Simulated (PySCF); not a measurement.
Interval between two levels of Tc(2+) by level of theory

Tc(2+) [Kr] 4d5 [6S5/2, M_J = 5/2] → Tc(2+) [Kr] 4d4 5p1 [6F11/2, M_J = 11/2], as a difference of total energies. Computed with PySCF 2.14 in x2c-SVPall-2c with one added diffuse shell each of s, p, d type (7s9p7d1f, 76 functions), with the two-component X2C-1e Hamiltonian. Correlated levels: [Ar] 3d10 frozen; the 6 highest virtual spinors dropped. "Screened" scales the spin-orbit matrix elements by Boettger's factors to mimic the two-electron term; Breit and QED terms are absent.

```tsv
method	interval between two levels (cm⁻¹)
GHF (spin-free)	90629
GMP2 (spin-free)	91286
GHF (screened spin-orbit)	92489
GMP2 (screened spin-orbit)	93239
```

The labels give the starting determinants; with spin-orbit coupling the two ends relaxed to ⟨J²⟩ = 8.75, ⟨L²⟩ = 0.02, ⟨S²⟩ = 8.74 and ⟨J²⟩ = 35.76, ⟨L²⟩ = 12.07, ⟨S²⟩ = 8.72.
